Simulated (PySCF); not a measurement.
Isomers of C5H13B, mass 84.111 u with the commonest isotopes. Theory: PySCF 2.14.0, PBE0-D3(BJ)/def2-SVP geometry optimisation, gas phase. One conformer each, none proved a minimum here; rigid rotors.

Problem. Order these by rotational constant C, smallest first.
A. BEt2Me (`CCB(C)CC`)
B. `[BH2:1][C:2]([CH3:3])([CH3:4])[CH2:5][CH3:6]` with H–B1–C2–C3 154° and -32°, B1–C2–C5–C6 -56°
C. `[CH3:1][CH2:2][CH2:3][B:4]([CH3:5])[CH3:6]` with C1–C2–C3–B4 176°, C2–C3–B4–C5 -25°

Solution. C (1372 MHz), A (1710 MHz), B (2422 MHz).

Problem. Order these by rotational constant A, largest first.
A. `[CH3:1][CH2:2][CH2:3][B:4]([CH3:5])[CH3:6]` with C1–C2–C3–B4 176°, C2–C3–B4–C5 -25°
B. BEt2Me (`CCB(C)CC`)
C. `[BH2:1][C:2]([CH3:3])([CH3:4])[CH2:5][CH3:6]` with H–B1–C2–C3 154° and -32°, B1–C2–C5–C6 -56°

Solution. A (6225 MHz), C (4486 MHz), B (4388 MHz).

Problem. Order these by out-of-plane moment Σ m c² = (Ia + Ib − Ic)/2, smallest first.
A. `[BH2:1][C:2]([CH3:3])([CH3:4])[CH2:5][CH3:6]` with H–B1–C2–C3 154° and -32°, B1–C2–C5–C6 -56°
B. `[CH3:1][CH2:2][CH2:3][B:4]([CH3:5])[CH3:6]` with C1–C2–C3–B4 176°, C2–C3–B4–C5 -25°
C. `CCB(CC)C` (BEt2Me)

Solution. B (9.39 u·Å²), C (26.98 u·Å²), A (48.97 u·Å²).

```json
{"SMILES": "BC(C)(C)CC", "point group": "C1", "Ia (u·Å²)": "112.67", "Ib (u·Å²)": "193.92", "Ic (u·Å²)": "208.66", "κ": "-0.82", "μa (D)": "0.11", "μb (D)": "0.34", "μc (D)": "0.59"}
{"SMILES": "CCB(C)CC", "point group": "–", "Ia (u·Å²)": "115.16", "Ib (u·Å²)": "234.29", "Ic (u·Å²)": "295.49", "κ": "-0.67", "μa (D)": "0.02", "μb (D)": "0.04", "μc (D)": "0.08"}
{"SMILES": "CCCB(C)C", "point group": "C1", "Ia (u·Å²)": "81.19", "Ib (u·Å²)": "305.99", "Ic (u·Å²)": "368.40", "κ": "-0.88", "μa (D)": "0.06", "μb (D)": "0.02", "μc (D)": "0.03"}
```
